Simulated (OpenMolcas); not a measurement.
A run on Rh4+ among 6 point charges of -1.7 e arranged as a tetragonal octahedron (D4h), 1.87 Å from the ion, with the axial distance 2.113 Å.
```
   1.8700    0.0000    0.0000  -1.70
   0.0000    1.8700    0.0000  -1.70
  -1.8700    0.0000    0.0000  -1.70
   0.0000   -1.8700    0.0000  -1.70
   0.0000    0.0000    2.1131  -1.70
   0.0000    0.0000   -2.1131  -1.70
```

- Program: OpenMolcas 26.06
- Method: CASSCF
- Basis: ANO-RCC-VDZP [6s5p3d1f]
- Scalar Hamiltonian: DKH2, point nucleus
- Active space: 5 electrons in 5 orbitals (4d)
- State averaging: 2S+1 = 6 even, 1 root; 2S+1 = 4 even, 24 roots; 2S+1 = 2 even, 75 roots
- Spin-orbit coupling: state interaction with AMFI integrals over the reference wave functions

43 basis functions. Blocks (2S+1, parity, CSFs, roots kept): 6, even, 1, 1; 4, even, 24, 24; 2, even, 75, 75.

Question: How long do the RASSCF and RASSI steps take on 1 thread of Intel(R) Xeon(R) 6975P-C (Granite Rapids), on a shared host?

Answer: About 20 s of wall time, without the integral step.
